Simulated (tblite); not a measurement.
HgI (SMILES [I][Hg]), doublet, at a GFN2-xTB geometry (such geometries of metal compounds can be far from the true shape) (the spin is typed, not shown lowest); GFN1-xTB (tblite 0.6.0).

The tblite input:
```
$ tblite run mol.xyz --method gfn1 --charge 0 --spin 1 --json tblite.json --no-restart

# file mol.xyz
2

Hg    -0.00000000    -0.00000000    -1.18466166
I      0.00000000     0.00000000     1.78816854
```

It wrote (shortened):

```
xTB calculator
 | screened Coulomb repulsion
 | Coulomb electrostatics
 |  * isotropic Klopman-Ohno-Mataga-Nishimoto electrostatics
 |  * onsite third-order electrostatics
 | DFT-D3(BJ) dispersion correction

halogen bonding energy    0.0000000000000E+00 Eh
repulsion energy          5.6615597844541E-04 Eh
dispersion energy        -5.0509805878406E-04 Eh
number of electrons       9.0000000000000E+00 e
integral cutoff           2.9931978625564E+01 bohr

------------------------------------------------------------
  cycle        total energy    energy error   density error
------------------------------------------------------------
      1     -4.819021411329  -4.8190825E+00   2.5727137E-01
      2     -4.832697089287  -1.3675678E-02   1.1208988E-01
      3     -4.833614430874  -9.1734159E-04   6.1156122E-02
      4     -4.833676179585  -6.1748711E-05   3.2033335E-03
      5     -4.833678136661  -1.9570754E-06   2.4193051E-04
      6     -4.833678138155  -1.4946338E-09   1.1606423E-04
      7     -4.833678141946  -3.7909853E-09   4.8387115E-07
------------------------------------------------------------

electronic energy        -4.8337391998659E+00 Eh
total energy             -4.8336781419462E+00 Eh

Post processing:
 | Mayer-Wiberg bond orders

[Info] JSON dump of results written to 'tblite.json'
```
